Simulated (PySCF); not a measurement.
Geometry (Å), atoms numbered from 1 in this order:
```xyz
14

Si   -0.080    1.388   -1.231
C    -0.132    0.184    0.248
Si   -1.359   -1.263    0.041
Si    1.584   -0.329    0.907
Cl   -0.844    1.179    1.602
H     0.481    0.677   -2.381
H     0.758    2.532   -0.875
H    -1.441    1.840   -1.517
H    -1.433   -2.000    1.302
H    -0.871   -2.128   -1.034
H    -2.674   -0.719   -0.290
H     2.360    0.878    1.187
H     1.406   -1.099    2.137
H     2.244   -1.139   -0.117
```

PySCF 2.14 calculation with coordinates at the GFN2-xTB level and shieldings: GIAO PBE0/pcSseg-1; one conformer, no solvent, one averaged value for each set of equivalent atoms, no relativistic terms.

Scale: ¹³C, ¹H, ²⁹Si vs TMS; ³⁵Cl vs HCl (reference shieldings calculated alike).

```tsv
atoms	nucleus	count	δ (ppm)
C2	¹³C	1	20.9
H6/H7/H8/H9/H10/H11/H12/H13/H14	¹H	9	4.21
Cl5	³⁵Cl	1	?
Si1/Si3/Si4	²⁹Si	3	?
```

**Question.** Fill in the missing shifts.

**Answer.** 
- Si1/Si3/Si4: -57.1 ppm, silicon bonded to C, 3 H
- Cl5: 137 ppm, chlorine bonded to C

Carbons that carry Cl, above all several Cl atoms, come out too deshielded, partly because spin–orbit coupling is missing. Shifts are as computed. Against solution values, carbons near 30 ppm lie about +3 ppm off and those near 130 ppm about +5 ppm; carbons on Cl a further +6 ppm. Of 1211 compounds with measured shifts, 218 miss one by over three times the rms of a fit or turn the order of signals round; such compounds aren't used in these exercises.
